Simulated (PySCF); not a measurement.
C7H7FO.
Bonds: C1–O2, O2–C3, C3–C4 (aromatic), C4–C5 (aromatic), C5–C6 (aromatic), C6–C7 (aromatic), C7–F8, C7–C9 (aromatic), C3–C9 (aromatic). Hydrogens: H10, H11, H12 on C1; H13 on C4; H14 on C5; H15 on C6; H16 on C9.

Jobs on this species (16 atoms, 66 electrons) with PySCF (density fitting). Hardware of each: one thread of an Arm Neoverse V1, on a shared host. The host was shared with other jobs, so the times are rough.

**Question.** Rank these jobs by wall time, shortest first.
A. PBE0/def2-SVPD, IEF-PCM dichloromethane; 6 singlets by full TDDFT, polarisability; 242 basis functions
B. PBE0/pcSseg-1; shieldings, charges and field gradients; 188 basis functions
C. delta-SCF UKS SCAN, pcX-2 on the ionised atom, pcseg-1 elsewhere, spin-free X2C; ΔSCF core ionisation, 9 holes; 192 basis functions
D. B3LYP/pcJ-1; spin–spin couplings from 8 perturbed nuclei, spin–dipole term for 1 of them; 313 basis functions

**Answer.** B (24 s), A (42 s), D (68 s), C (2.0 min).

All jobs:

```csv
level and settings,work,basis functions,SCF cycles,wall time
PBE0/pcSseg-1,"shieldings, charges and field gradients",188,14,24 s
"PBE0/pcSseg-1, IEF-PCM dichloromethane","shieldings, ring-centre shieldings",188,14,24 s
"WP04/pcSseg-1, IEF-PCM chloroform","shieldings, ring-centre shieldings",188,14,24 s
CAM-B3LYP/pcSseg-1,shieldings,188,13,33 s
"PBE0/def2-SVPD, IEF-PCM dichloromethane","6 singlets by full TDDFT, polarisability",242,14,42 s
"PBE0/def2-SVPD, IEF-PCM chloroform","6 singlets by full TDDFT, polarisability",242,14,42 s
B3LYP/pcJ-1,"spin–spin couplings from 8 perturbed nuclei, spin–dipole term for 1 of them",313,14,68 s
"delta-SCF UKS SCAN, pcX-2 on the ionised atom, pcseg-1 elsewhere, spin-free X2C","ΔSCF core ionisation, 9 holes",192,201,2.0 min
PBE0/def2-SVPD,"10 singlets by full TDDFT, 4 Tamm–Dancoff triplets, polarisability, ΔSCF ions",242,14,2.4 min
```

**Question.** What do all jobs in the table cost together?

**Answer.** About 8.7 min; the longest takes about 28 % of that, and about 6 times as long as the shortest.
